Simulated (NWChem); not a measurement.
System: FeO, quintet; SMILES [O]=[Fe]

Input file for NWChem:

```
start job
memory heap 200 mb stack 900 mb global 1100 mb
geometry units angstroms noautoz
  Fe     0.000000     0.000000    -0.375325
  O      0.000000     0.000000     1.222988
end
basis spherical
  * library def2-svp
end
dft
  odft
  mult 5
  xc mn15
  grid xcoarse
  iterations 150
  mulliken
end
task dft gradient
```

Output (shortened):

```
             Northwest Computational Chemistry Package (NWChem) 7.3.0
             --------------------------------------------------------

 ORDER OF PRIMARY AXIS IS BEING SET TO 4
 C4V symmetry detected

                             Geometry "geometry" -> ""
                             -------------------------

 Output coordinates in angstroms (scale by  1.889725989 to convert to a.u.)

  No.       Tag          Charge          X              Y              Z
 ---- ---------------- ---------- -------------- -------------- --------------
    1 Fe                  26.0000     0.00000000     0.00000000    -0.37607365
    2 O                    8.0000     0.00000000     0.00000000     1.22223935

 Effective nuclear repulsion energy (a.u.)      68.8656525924

      Symmetry information
      --------------------

 Group name             C4v
 Group number             18
 Group order               8
 No. of unique centers     2

                                 NWChem DFT Module
                                 -----------------

 Summary of "ao basis" -> "ao basis" (spherical)
 ------------------------------------------------------------------------------
       Tag                 Description            Shells   Functions and Types
 ---------------- ------------------------------  ------  ---------------------
 Fe                         def2-svp                11       31   5s3p2d1f
 O                          def2-svp                 6       14   3s2p1d

      Symmetry analysis of basis
      --------------------------

        a1         17
        a2          0
        b1          4
        b2          4
        e          20

            General Information
            -------------------
          SCF calculation type: DFT
          Wavefunction type:  spin polarized.
          No. of atoms     :     2
          No. of electrons :    34
           Alpha electrons :    19
            Beta electrons :    15
          Charge           :     0
          Spin multiplicity:     5
          Use of symmetry is: on ; symmetry adaption is: on
          Maximum number of iterations: 150
          AO basis - number of functions:    45
                     number of shells:    17
          Convergence on energy requested:  1.00D-06
          Convergence on density requested:  1.00D-05
          Convergence on gradient requested:  5.00D-04

              XC Information
              --------------
                         MN15 Method XC Functional
                     Hartree-Fock (Exact) Exchange  0.440
                          MN15 Exchange Functional  1.000
                        MN15 Correlation Potential  1.000

             Grid Information
             ----------------
          Grid used for XC integration:  xcoarse
          Radial quadrature: Mura-Knowles
          Angular quadrature: Lebedev.
          Tag              B.-S. Rad. Rad. Pts. Rad. Cut. Ang. Pts.
          ---              ---------- --------- --------- ---------
          Fe                  1.40       75           7.0       194
          O                   0.60       21           6.0       194
          Grid pruning is: on
          Number of quadrature shells:    96
          Spatial weights used:  Erf1

      Superposition of Atomic Density Guess
      -------------------------------------

 Sum of atomic energies:       -1336.81446854

      Non-variational initial energy
      ------------------------------

 Total energy =   -1335.857113
 1-e energy   =   -1984.035500
 2-e energy   =     579.312734
 HOMO         =      -0.259030
 LUMO         =      -0.228809

   Symmetry analysis of molecular orbitals - initial alpha
   -------------------------------------------------------

 !! scf_movecs_sym_adapt:    8 vectors were symmetry contaminated

  Symmetry fudging

 !! scf_movecs_sym_adapt:    8 vectors were symmetry contaminated

  Numbering of irreducible representations:

     1 a1          2 a2          3 b1          4 b2          5 e

  Orbital symmetries:

     1 a1          2 a1          3 a1          4 e           5 e
     6 a1          7 a1          8 a1          9 e          10 e
    11 a1         12 a1         13 e          14 e          15 b1
    16 b2         17 a1         18 e          19 e          20 a1
    21 a1         22 e          23 e          24 a1         25 a1
    26 e          27 e          28 b1         29 b2

   Symmetry analysis of molecular orbitals - initial beta
   ------------------------------------------------------

 !! scf_movecs_sym_adapt:    8 vectors were symmetry contaminated

  Symmetry fudging

 !! scf_movecs_sym_adapt:    8 vectors were symmetry contaminated

  Numbering of irreducible representations:

     1 a1          2 a2          3 b1          4 b2          5 e

  Orbital symmetries:

     1 a1          2 a1          3 a1          4 e           5 e
     6 a1          7 a1          8 a1          9 e          10 e
    11 a1         12 a1         13 e          14 e          15 b1
    16 b2         17 a1         18 e          19 e          20 a1
    21 a1         22 e          23 e          24 a1         25 a1
    26 e          27 e          28 b1         29 b2

     ---------------------------------------------
      Total Density - Mulliken Population Analysis
     ---------------------------------------------

    Atom       Charge   Shell Charges
 -----------   ------   -------------------------------------------------------
    1 Fe  26    24.93   2.00  2.00  2.00  0.49  0.15  6.00  6.00  0.10  4.53  1.67  0.00
    2 O    8     9.07   1.99  1.15  0.77  3.08  2.07  0.01

     --------------------------------------------
      Spin Density - Mulliken Population Analysis
     --------------------------------------------

    Atom       Charge   Shell Charges
 -----------   ------   -------------------------------------------------------
    1 Fe  26     3.62   0.00  0.00  0.00  0.39  0.14  0.00  0.00  0.02  2.33  0.73  0.00
    2 O    8     0.38   0.00  0.00 -0.01  0.24  0.15  0.00

   convergence    iter        energy       DeltaE   RMS-Dens  Diis-err
 ---------------- ----- ----------------- --------- --------- ---------
 d= 0,ls=0.0,diis     1  -1338.4900316114 -1.41D+03  2.78D-02  3.83D-01
                                                     2.64D-02  3.43D-01
 d= 0,ls=0.0,diis     2  -1335.5914238518  2.90D+00  2.09D-02  7.53D+00
                                                     2.32D-02  7.71D+00
 d= 0,ls=0.0,diis     3  -1338.6302872464 -3.04D+00  2.53D-03  6.38D-03
                                                     9.62D-04  2.09D-03
 d= 0,ls=0.0,diis     4  -1338.6315983234 -1.31D-03  1.16D-03  4.50D-03
                                                     6.19D-04  3.50D-03
 d= 0,ls=0.0,diis     5  -1338.6333983649 -1.80D-03  7.05D-04  1.95D-04
                                                     4.22D-04  8.22D-05
  Resetting Diis
 d= 0,ls=0.0,diis     6  -1338.6337325223 -3.34D-04  6.04D-04  1.22D-04
                                                     3.21D-04  1.65D-05
 d= 0,ls=0.0,diis     7  -1338.6339005655 -1.68D-04  2.11D-04  1.93D-05
                                                     3.84D-05  1.41D-06
 d= 0,ls=0.0,diis     8  -1338.6339015362 -9.71D-07  5.39D-05  4.09D-05
                                                     8.59D-05  8.00D-05
 d= 0,ls=0.0,diis     9  -1338.6339255421 -2.40D-05  1.13D-04  6.44D-06
                                                     6.47D-05  9.32D-07
 d= 0,ls=0.0,diis    10  -1338.6339364120 -1.09D-05  1.66D-04  2.70D-06
                                                     9.23D-05  4.94D-07
 d= 0,ls=0.0,diis    11  -1338.6339439948 -7.58D-06  4.88D-05  8.41D-07
                                                     2.20D-05  2.84D-07
 d= 0,ls=0.0,diis    12  -1338.6339446665 -6.72D-07  2.29D-05  7.30D-08
                                                     8.27D-06  3.15D-08
 d= 0,ls=0.0,diis    13  -1338.6339447548 -8.83D-08  7.43D-06  5.07D-09
                                                     1.94D-06  4.39D-09

         Total DFT energy =    -1338.633944754794
      One electron energy =    -1987.902565581978
           Coulomb energy =      644.672855874610
    Exchange-Corr. energy =      -64.269887639840
 Nuclear repulsion energy =       68.865652592413

 Numeric. integr. density =       33.999608999918

                  Occupations of the irreducible representations
                  ----------------------------------------------

                     irrep           alpha         beta
                     --------     --------     --------
                     a1                9.0          8.0
                     a2                0.0          0.0
                     b1                1.0          1.0
                     b2                1.0          0.0
                     e                 8.0          6.0

                    DFT Final Alpha Molecular Orbital Analysis
                    ------------------------------------------

 Vector   17  Occ=1.000000D+00  E=-2.536769D-01  Symmetry=e
              MO Center=  1.8D-15,  5.3D-15,  6.5D-01, r^2= 1.4D+00
   Bfn.  Coefficient  Atom+Function         Bfn.  Coefficient  Atom+Function
  ----- ------------  ---------------      ----- ------------  ---------------
    36      0.505499  2 O  py                16     -0.424113  1 Fe d -1
    39      0.364296  2 O  py                13      0.237716  1 Fe py
    35      0.188940  2 O  px                18      0.158521  1 Fe d  1
    21     -0.156641  1 Fe d -1              38      0.136163  2 O  px
    10     -0.118685  1 Fe py                12      0.088851  1 Fe px

 Vector   18  Occ=1.000000D+00  E=-2.536769D-01  Symmetry=e
              MO Center=  4.0D-16, -9.2D-17,  6.5D-01, r^2= 1.4D+00
   Bfn.  Coefficient  Atom+Function         Bfn.  Coefficient  Atom+Function
  ----- ------------  ---------------      ----- ------------  ---------------
    35      0.505499  2 O  px                18      0.424113  1 Fe d  1
    38      0.364296  2 O  px                12      0.237716  1 Fe px
    36     -0.188940  2 O  py                16      0.158521  1 Fe d -1
    23      0.156641  1 Fe d  1              39     -0.136163  2 O  py
     9     -0.118685  1 Fe px                13     -0.088851  1 Fe py

 Vector   19  Occ=1.000000D+00  E=-2.471276D-01  Symmetry=a1
              MO Center= -1.5D-15, -5.1D-15,  5.4D-02, r^2= 2.4D+00
   Bfn.  Coefficient  Atom+Function         Bfn.  Coefficient  Atom+Function
  ----- ------------  ---------------      ----- ------------  ---------------
     4      0.746514  1 Fe s                  3     -0.421360  1 Fe s
    37     -0.355487  2 O  pz                17     -0.293025  1 Fe d  0
    40     -0.285079  2 O  pz                34     -0.149902  2 O  s
    22     -0.135704  1 Fe d  0               2      0.092730  1 Fe s
    14     -0.079817  1 Fe pz                33     -0.064768  2 O  s

 Vector   20  Occ=0.000000D+00  E=-5.684039D-02  Symmetry=a1
              MO Center= -2.2D-16, -6.3D-17, -6.0D-01, r^2= 3.5D+00
   Bfn.  Coefficient  Atom+Function         Bfn.  Coefficient  Atom+Function
  ----- ------------  ---------------      ----- ------------  ---------------
    14      0.597079  1 Fe pz                 5     -0.522292  1 Fe s
    37     -0.339153  2 O  pz                17     -0.329961  1 Fe d  0
    11     -0.255379  1 Fe pz                40     -0.191754  2 O  pz
    34     -0.124575  2 O  s                 22     -0.114273  1 Fe d  0
     3      0.103820  1 Fe s                  8      0.080596  1 Fe pz

 Vector   21  Occ=0.000000D+00  E= 1.041547D-01  Symmetry=e
              MO Center= -2.7D-16,  1.8D-16, -3.3D-01, r^2= 2.7D+00
   Bfn.  Coefficient  Atom+Function         Bfn.  Coefficient  Atom+Function
  ----- ------------  ---------------      ----- ------------  ---------------
    13      0.894340  1 Fe py                12      0.574470  1 Fe px
    10     -0.269001  1 Fe py                39     -0.237583  2 O  py
    36     -0.202027  2 O  py                 9     -0.172790  1 Fe px
    38     -0.152609  2 O  px                16      0.132290  1 Fe d -1
    35     -0.129770  2 O  px                18     -0.084975  1 Fe d  1

 Vector   22  Occ=0.000000D+00  E= 1.041547D-01  Symmetry=e
              MO Center= -5.3D-16,  8.0D-17, -3.3D-01, r^2= 2.7D+00
   Bfn.  Coefficient  Atom+Function         Bfn.  Coefficient  Atom+Function
  ----- ------------  ---------------      ----- ------------  ---------------
    12      0.894340  1 Fe px                13     -0.574470  1 Fe py
     9     -0.269001  1 Fe px                38     -0.237583  2 O  px
    35     -0.202027  2 O  px                10      0.172790  1 Fe py
    39      0.152609  2 O  py                18     -0.132290  1 Fe d  1
    36      0.129770  2 O  py                16     -0.084975  1 Fe d -1

                     DFT Final Beta Molecular Orbital Analysis
                     -----------------------------------------

 Vector   13  Occ=1.000000D+00  E=-2.979331D-01  Symmetry=e
              MO Center= -5.0D-17, -1.4D-15,  8.3D-01, r^2= 1.0D+00
   Bfn.  Coefficient  Atom+Function         Bfn.  Coefficient  Atom+Function
  ----- ------------  ---------------      ----- ------------  ---------------
    36      0.514695  2 O  py                39      0.383997  2 O  py
    16      0.314469  1 Fe d -1              21      0.180334  1 Fe d -1
    35     -0.137650  2 O  px                13      0.116644  1 Fe py
    38     -0.102696  2 O  px                18      0.084101  1 Fe d  1
    10     -0.076891  1 Fe py                23      0.048228  1 Fe d  1

 Vector   14  Occ=1.000000D+00  E=-2.979331D-01  Symmetry=e
              MO Center=  1.2D-15,  1.5D-16,  8.3D-01, r^2= 1.0D+00
   Bfn.  Coefficient  Atom+Function         Bfn.  Coefficient  Atom+Function
  ----- ------------  ---------------      ----- ------------  ---------------
    35      0.514695  2 O  px                38      0.383997  2 O  px
    18     -0.314469  1 Fe d  1              23     -0.180334  1 Fe d  1
    36      0.137650  2 O  py                12      0.116644  1 Fe px
    39      0.102696  2 O  py                16      0.084101  1 Fe d -1
     9     -0.076891  1 Fe px                21      0.048228  1 Fe d -1

 Vector   15  Occ=1.000000D+00  E=-2.419878D-01  Symmetry=b1
              MO Center= -2.5D-15, -9.1D-16, -3.8D-01, r^2= 4.7D-01
   Bfn.  Coefficient  Atom+Function         Bfn.  Coefficient  Atom+Function
  ----- ------------  ---------------      ----- ------------  ---------------
    19      0.788475  1 Fe d  2              24      0.382615  1 Fe d  2

 Vector   16  Occ=0.000000D+00  E=-3.072331D-02  Symmetry=a1
              MO Center= -8.0D-15,  4.5D-15, -5.5D-01, r^2= 3.0D+00
   Bfn.  Coefficient  Atom+Function         Bfn.  Coefficient  Atom+Function
  ----- ------------  ---------------      ----- ------------  ---------------
     4      0.643079  1 Fe s                  3     -0.377232  1 Fe s
     5      0.372127  1 Fe s                 17     -0.337968  1 Fe d  0
    22     -0.163880  1 Fe d  0              34     -0.156307  2 O  s
    14     -0.094327  1 Fe pz                 2      0.081249  1 Fe s
    40     -0.075353  2 O  pz                37     -0.059936  2 O  pz

[...]

                         DFT ENERGY GRADIENTS

    atom               coordinates                        gradient
                 x          y          z           x          y          z
   1 Fe      0.000000   0.000000  -0.710676    0.000000   0.000000  -0.012493
   2 O       0.000000   0.000000   2.309697    0.000000   0.000000   0.012493
```

Level: MN15/def2-SVP, spin-unrestricted. Geometry: optimised at PBE0-D3(BJ)/def2-TZVP, spin-unrestricted. No stability test was run on the SCF state.
